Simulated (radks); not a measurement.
Results of a calculation; reference values are marked as such.
Question: Kr24+, configuration [Ne] 3s2 (the NIST ground configuration). Code: a radial shooting solver on a logarithmic mesh with Libxc functionals. Model: scalar-relativistic Kohn-Sham, BLYP, spin-polarised, spherical densities, finite nucleus; Fermi nuclear charge, rms radius 4.1884 fm. Some entries of the table are withheld. Estimate them.

| orbital | occ. | eigenvalue (hartree) | <r^2> (bohr^2) | r(max) (bohr) |
|---|---|---|---|---|
| 1s | 2 | -562.0585 | 0.002316 | (1) |
| 2s | 2 | -108.1190 | 0.03831 | 0.1531 |
| 2p | 6 | -100.6050 | 0.03002 | 0.1222 |
| 3s | 2 | -41.63075 | (2) | 0.4208 |

Answer: 
(1) 1s r(max) (bohr): 0.02707
(2) 3s <r^2> (bohr^2): 0.2261
